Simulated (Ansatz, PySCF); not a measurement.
C5H8O3, SMILES C=CC(=O)OCCO.

Geometry optimised at PBE0-D3(BJ)/def2-SVP. Other conformers were not sampled.

Vertical ionisation energy (IE) and electron affinity (EA) in eV. Rows of orbital energies are one-electron estimates. Where ΔSCF, EOM or ADC give a negative EA the extra electron is unbound and the value depends on the basis.

```tsv
level	IE	EA
−ε(HOMO), −ε(LUMO), CAM-B3LYP/def2-TZVP (PySCF)	9.50	0.33
−ε(HOMO), −ε(LUMO), PBE/def2-TZVP (PySCF)	…	…
ΔSCF, CAM-B3LYP/def2-SVPD (Ansatz), final states of multiplicity 2 and 2	10.42	-0.35
ΔSCF, PBE/def2-SVPD (Ansatz), final states of multiplicity 2 and 2	9.31	-0.23
```

Q: Fill in the missing entries. (An estimate is asked for; the answer gives what the named calculation found.)

A: 
- −ε(HOMO), −ε(LUMO), PBE/def2-TZVP (PySCF), IE: 6.43
- −ε(HOMO), −ε(LUMO), PBE/def2-TZVP (PySCF), EA: 2.42

Q: What vertical singlet–triplet gap does ΔSCF give with CAM-B3LYP/def2-SVPD (Ansatz, a program for electronic structure) and with PBE/def2-SVPD (Ansatz)? (Estimate from the structure and the level; the computed values follow.)

A: 3.87 and 3.88 eV (triplet above singlet where positive).
